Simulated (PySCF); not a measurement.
Molecule: 1,1,1,2,2-pentafluoropropane (CC(F)(F)C(F)(F)F, C₃H₃F₅).

Bonds (- single, = double, # triple, : aromatic): C1-C2, C2-F3, C2-F4, C2-C5, C5-F6, C5-F7, C5-F8. C1 carries H9, H10, H11.

Frames of a GFN2-xTB Langevin trajectory at 400 K; GIAO PBE0/pcSseg-1 shieldings in PySCF, gas phase, non-relativistic; equivalent atoms averaged within each frame.

Scale: ¹³C (σref 186.93), ¹H (σref 31.72) against TMS; ¹⁹F (σref 170.95) vs CFCl3 (reference shieldings calculated alike). The references are static minima.

How do the shifts (ppm) fluctuate along the trajectory?

## Answers


| time (fs) | C5 | C2 | C1 | F6/F7/F8 | F3/F4 | H9/H10/H11 |
| --- | --- | --- | --- | --- | --- | --- |
| 250 | 133.8 | 121.8 | 19.5 | -88.1 | -118.4 | 2.07 |
| 425 | 131.4 | 124.4 | 27.8 | -86.1 | -119.3 | 3.23 |
| 625 | 122.5 | 126.8 | 22.0 | -107.1 | -123.4 | 2.17 |
| 800 | 132.3 | 120.4 | 14.3 | -100.0 | -136.4 | 1.34 |
| 1000 | 132.1 | 123.5 | 20.9 | -90.3 | -129.6 | 1.55 |
| mean of frames | 130.4 | 123.4 | 20.9 | -94.3 | -125.4 | 2.07 |
| standard deviation | 4.5 | 2.4 | 4.9 | 8.9 | 7.6 | 0.74 |

5 frames give an uncertainty of the mean of about the standard deviation over 2.2 at best, since frames this close in time may not be independent; classical motion lacks zero-point vibration, and the reference would need the same averaging.
